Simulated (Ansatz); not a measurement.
C$_{2}$H$_{8}$SeSi, SMILES `[SiH3]CC[SeH]`, relaxed with RKS PBE-D4/def2-SVP in Ansatz 0.2.0 from a rough embedded geometry. The force threshold is 0.03 eV/Å; the program also tests the step.

Total charge 0; spin multiplicity 1.

Start:

```xyz
12

Si   -1.305   -0.057    1.135
C     0.241   -0.506    0.208
C     0.658    0.647   -0.667
Se    2.275    0.334   -1.607
H    -2.419    0.181    0.175
H    -1.725   -1.279    1.978
H    -1.121    1.077    2.021
H     1.013   -0.704    0.947
H     0.067   -1.389   -0.383
H    -0.124    0.921   -1.377
H     0.851    1.566   -0.002
H     1.589   -0.790   -2.428
```

How much energy does the relaxation release, and in how many steps? (An estimate is asked.)

Ansatz gave: 28.93 kJ/mol, in 4 steps.

Which bonds change most? (Estimate.)

The calculation gave: C3–Se4 from 1.896 to 1.985 Å; Se4–H12 from 1.553 to 1.487 Å; Si1–H7 from 1.451 to 1.506 Å; Si1–C2 from 1.858 to 1.906 Å.

Give the relaxed structure. (Best estimate.)

The calculation gave: 
```xyz
12

Si   -1.375   -0.105    1.197
C     0.213   -0.492    0.217
C     0.660    0.661   -0.677
Se    2.345    0.336   -1.677
H    -2.509    0.196    0.252
H    -1.758   -1.279    2.057
H    -1.164    1.098    2.078
H     1.017   -0.761    0.935
H     0.023   -1.404   -0.389
H    -0.117    0.945   -1.414
H     0.890    1.571   -0.084
H     1.775   -0.767   -2.495
```
